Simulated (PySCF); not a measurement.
CH4BeS, SMILES [BeH][S]C. Coordinates come from a B3LYP-D3(BJ)/def2-TZVP optimisation.

Computed equilibrium geometry at B3LYP-D3(BJ)/def2-TZVP (PySCF confirms it by a frequency run) as Cartesian coordinates in Å, and its point group:
point group Cs.
```xyz
7

Be    -0.6821     1.6161     0.0000
H     -1.5579     2.6132     0.0000
S      0.5899     0.2086     0.0000
C     -0.5073    -1.2770     0.0000
H     -1.1287    -1.3047     0.8914
H      0.1492    -2.1440     0.0000
H     -1.1287    -1.3047    -0.8914
```
